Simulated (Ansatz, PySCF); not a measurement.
System: Si2H4F, net charge 0, doublet state. SMILES: F[SiH2][SiH2]
Geometry: optimised at B3LYP-D3(BJ)/def2-TZVP (Ansatz, a quantum-chemistry and plane-wave program).

Unscaled harmonic wavenumbers (cm⁻¹) in rising order, each level at the stationary point that it reaches from this structure (no distance between atoms moves by over 0.3 Å); the order of modes can differ between levels, and a negative number is imaginary. B3LYP-D3(BJ)/def2-TZVP (PySCF, at the structure above): 84, 184, 374, 423, 476, 600, 738, 846, 874, 918, 960, 2194, 2214, 2219, 2233.

HF/3-21G (Ansatz): 56, 203, 402, 424, 480, 650, 832, 926, 937, 983, 1033, 2278, 2294, 2328, 2336. Zero-point energy 23.1 against 21.9 kcal/mol; where all levels lie over 400 cm⁻¹, the wavenumbers are on average 1.059 times those of B3LYP-D3(BJ)/def2-TZVP.

HF/6-31G* (Ansatz): 96, 202, 439, 465, 578, 669, 811, 921, 974, 1009, 1057, 2355, 2370, 2394, 2402. Zero-point energy 23.9 against 21.9 kcal/mol; where all levels lie over 400 cm⁻¹, the wavenumbers are on average 1.102 times those of B3LYP-D3(BJ)/def2-TZVP.
